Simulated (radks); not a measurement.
Effect of the nuclear size on neutral niobium, [Kr] 4d4 5s1. Calculated with a radial shooting solver on a logarithmic mesh with Libxc functionals: Dirac Kohn-Sham, LDA (Slater exchange, Perdew-Wang correlation), spin-unpolarised, spherical densities, finite nucleus; open shells fill j = l - 1/2 first; Fermi nuclear charge, rms radius 4.324 fm. The rms radius is varied about that value; shifts are against it.

| rms radius (fm) | total energy shift (eV) | density at nucleus (e/bohr^3) | 1s1/2 shift (meV) | 2s1/2 shift (meV) | 4p1/2 shift (meV) |
|---|---|---|---|---|---|
| 3.7489 | -0.314 | 8.335e+04 | -133 | -14.1 | 0.036 |
| 4.1121 | -0.120 | 8.255e+04 | -50.9 | -5.40 | 0.014 |
| 4.324 | 0 | 8.213e+04 | 0.000 | 0.000 | 0.000 |
| 4.7434 | 0.254 | 8.135e+04 | 107 | 11.4 | -0.029 |
| 5.245 | 0.585 | 8.051e+04 | 248 | 26.3 | -0.067 |

Slopes of the eigenvalues against <r^2> in GHz/fm^2, as finite differences over the two radii next to the reference (eigenvalue slopes, not the field-shift constants of lines): 1s1/2 6850, 2s1/2 726, 4p1/2 -1.84.
